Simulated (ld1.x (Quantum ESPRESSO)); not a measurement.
Plane-wave convergence, TM potential for boron

B, norm-conserving Troullier–Martins (Kleinman–Bylander form), made with ld1.x (Quantum ESPRESSO) 7.5 (PBEsol, non-relativistic). Core [He], reference 2s2 2p1. Waves: 2s (bound): rc 1.15 bohr; 2p (bound): rc 2.10 bohr; 3d channel at 0.05 Ry: rc 2.00 bohr. Local part: the d channel. Core correction: none.

The pseudo-atom Hamiltonian at the reference potential is diagonalised in spherical Bessel functions j_l(qr) that vanish at 20 bohr, with q² up to the cutoff. All-electron valence levels (Ry): 2s -0.6877, 2p -0.2615.

Problem. How do the lowest levels (Ry) of each channel move with the cutoff, and are there ghosts?

Solution.

```
cutoff (Ry)     s #1     p #1    d #1    f #1    f #2  Σ f·Δε (mRy)
          8  -0.6453  -0.1880  0.0670  0.1132  0.2454         158.3
         12  -0.6659  -0.2288  0.0670  0.1132  0.2454          76.4
         18  -0.6817  -0.2550  0.0670  0.1132  0.2454          18.5
         25  -0.6857  -0.2610  0.0670  0.1132  0.2454           4.5
         35  -0.6863  -0.2614  0.0670  0.1132  0.2454           3.1
         45  -0.6866  -0.2614  0.0670  0.1132  0.2454           2.3
         55  -0.6873  -0.2615  0.0670  0.1132  0.2454           1.0
         70  -0.6876  -0.2615  0.0670  0.1132  0.2454           0.2
        400  -0.6877  -0.2615  0.0670  0.1132  0.2454           0.0
```

Result: no extra level below or beside the all-electron valence levels (s, p, d, f tested); 10 mRy is reached at 21 Ry and 1 mRy at 55 Ry.
